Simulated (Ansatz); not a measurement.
`[OH][GeH2][CH2][SiH3]` + HBr → `[OH][GeH2][Br]` + `C[SiH3]`  (ligand exchange at a Ge–C bond)

Computed with Ansatz on PBE0-D4/def2-TZVP structures; ΔE is electronic, products minus reactants. CCSD(T)/CBS is the MP2 limit (def2-TZVPP, def2-QZVPP) plus CCSD(T) − MP2 in def2-TZVPP, frozen cores. This one scheme is used for every species. Functionals use def2-TZVPP. B3LYP here is the variant with VWN-RPA as its local correlation; programs differ in this. For Br, Ge outer-core shells are correlated without core-valence functions, which leaves a few kJ/mol of doubt a bond. Scalar relativity is left out up to krypton. One conformer a species, not always the lowest.

CCSD(T)/CBS gives -0.93 eV.

Q: Another level gave -1.20 eV. Which?
A. B3LYP/def2-TZVPP
B. HF/def2-TZVPP
C. ωB97M-V/def2-TZVPP
D. CCSD(T)/def2-TZVPP

A: B. HF/def2-TZVPP -1.20, B3LYP -1.10, ωB97M-V -1.00, CCSD(T)/def2-TZVPP -0.93 eV.

Largest T1 diagnostic among the species: 0.011.

In def2-TZVPP, CCSD(T) changes the Hartree–Fock value by +0.27 eV (the triples alone add +0.02 eV) and MP2 by +0.24 eV. The D4 term adds +0.07 eV with B3LYP and +0.04 eV with PBE0; it sums over pairs of atoms, weighted by their polarisabilities, and B3LYP, whose exchange is more repulsive, gets the larger term.
